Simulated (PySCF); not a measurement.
A structure optimised at PBE-D3(BJ)/def2-SVP, used in a PySCF frequency run:

```xyz
10

C      1.5168     0.6079    -0.8217
Si    -0.0226    -0.0101     0.0115
N     -1.2130     1.2165     0.1522
F      0.2783    -0.5532     1.5220
F     -0.5404    -1.3481    -0.7834
H      1.2944     0.9745    -1.8445
H      1.9724     1.4380    -0.2470
H      2.2616    -0.2073    -0.9131
H     -1.4025     1.8348    -0.6388
H     -2.0601     1.0508     0.7005
```
Charge 0, spin multiplicity 1.

**Question.** Write its SMILES and formula.

**Answer.** C[Si](N)(F)F, CH₅F₂NSi

**Question.** What are its rotational constants (standard atomic weights)?

**Answer.** 3.7141, 3.5719, 3.3566 GHz
